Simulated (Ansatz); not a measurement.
Basis-set extrapolation for `C[SiH2]N[SiH2]O` (PBE0-D4/def2-TZVP geometry, frozen core, the Gaussian-basis code of Ansatz). Multiplicity 1, RHF reference.

|  | def2-TZVPP | def2-QZVPP |
| --- | --- | --- |
| HF | -750.507820 | -750.535283 |
| MP2 correlation | -0.882057 | -0.947297 |
| CCSD(T) correlation | -0.968787 | not run |

Energies in hartree. Use E(X) = E(∞) + A·exp(−7.88·√X) for Hartree–Fock and E(X) = E(∞) + B·X^(−2.97) for correlation, with X = 3 and 4, and add CCSD(T) minus MP2 of the smaller set to the MP2 limit.

Problem. What is the CCSD(T) energy at the basis-set limit?

Solution. HF limit: -750.535283 + (-0.027463) × 0.13774 = -750.53907. MP2 limit: -0.947297 + (-0.065240) × 0.74074 = -0.99562. Higher-order term: -0.968787 − (-0.882057) = -0.08673. Total: -751.62142 hartree, 3.94 eV below CCSD(T)/def2-TZVPP.
